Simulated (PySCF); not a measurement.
Simulated Si 1s region for `[SiH](/C=N\[H])([SiH3])[SiH3]`, binding energy against the vacuum level.

Every computed line was given a Gaussian of 0.7 eV full width at half maximum and an area set by the number of equivalent atoms; the highest printed point is 100. Method: PySCF 2.14.0, delta-SCF UKS SCAN, pcX-2 on the ionised atom, pcseg-1 elsewhere, spin-free X2C.

| binding energy (eV) | intensity |
| --- | --- |
| 1845.0 | 0 |
| 1845.1 | 1 |
| 1845.2 | 1 |
| 1845.3 | 3 |
| 1845.4 | 7 |
| 1845.5 | 13 |
| 1845.6 | 22 |
| 1845.7 | 35 |
| 1845.8 | 50 |
| 1845.9 | 66 |
| 1846.0 | 82 |
| 1846.1 | 94 |
| 1846.2 | 100 |
| 1846.3 | 98 |
| 1846.4 | 88 |
| 1846.5 | 72 |
| 1846.6 | 54 |
| 1846.7 | 36 |
| 1846.8 | 22 |
| 1846.9 | 12 |
| 1847.0 | 6 |
| 1847.1 | 2 |
| 1847.2 | 1 |
| 1847.3 | 0 |

Q: Count the maxima, the lines and the sites behind this envelope.

A: The curve has 1 maximum (at 1846.2 eV). Under it lie 2 lines from 2 inequivalent silicon sites. At this width some lines have no maximum of their own.

Q: Decompose the envelope and assign each component. Numbering: `[H]/[N:1]=[CH:2]\[SiH:3]([SiH3:4])[SiH3:5]`.

A: 
```json
{"position (eV)": "1845.97", "relative area": "1", "line": "Si 1s", "atoms": "Si3", "environment": "SiH silicon"}
{"position (eV)": "1846.32", "relative area": "2", "line": "Si 1s", "atoms": "Si4/Si5", "environment": "SiH3 silicon"}
```

Q: What are the centre and the root-mean-square width of the whole band?

A: The area-weighted mean of the lines is 1846.20 eV. Their own spread about it is 0.17 eV (rms) and each Gaussian has σ = 0.7/2.355 = 0.30 eV; the variances add, which gives 0.34 eV.

The listed Si 1s values span 0.35 eV, from Si3 (bonded to C, H and 2 Si) to Si4/Si5 (bonded to 3 H and Si). Summing the Pauling electronegativity differences to the bonded atoms, each weighted by its formal bond order, gives +0.95 for the lowest site and +0.90 for the highest; the largest sum, +0.95, belongs to Si3, 0.35 eV below the top. The smallest sum, +0.90, belongs to Si4/Si5, 0.35 eV above the lowest.

Shake-up satellites, vibrational structure and lifetime widths aren't simulated. Atoms equivalent by their bonding share one computed value, that of the first of them. Geometry: PBE0-D3(BJ)/def2-SVP, one conformer, isolated molecule.

Time: 76 s wall; peak memory 0.66 GiB. Hardware: one thread, Arm Neoverse N1 (aarch64), no GPU (shared host).

Conformer computed: `[H]/[N:1]=[CH:2]\[SiH:3]([SiH3:4])[SiH3:5]`: N1–C2–Si3–Si4 121°.
